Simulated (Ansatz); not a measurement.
A structure relaxed at PBE0-D4/def2-SVP in Ansatz, charge 0, doublet:

```xyz
8

Ge   -1.198   -0.759   -1.273
Ge   -1.375    1.495    0.505
Ge    2.431   -0.112    0.672
Ge    0.035   -0.636    0.962
Ge    1.236   -0.343   -1.434
H     3.240   -1.449    0.794
H    -2.729    0.764    0.916
H    -1.641    1.039   -1.143
```

(1) Give its formula.

(2) Summarise the bond lengths by kind (pairs closer than 1.2 times the sum of covalent radii, bridged metal pairs left out).

Answers

(1) the cluster Ge₅H₃.

(2) 7 × Ge–Ge 2.43 to 2.88 Å; 3 × Ge–H 1.57 to 1.73 Å.

Another isomer (doublet) lies 1.13 eV lower at PBE0-D4/def2-TZVP; other spin states weren't run for this one.
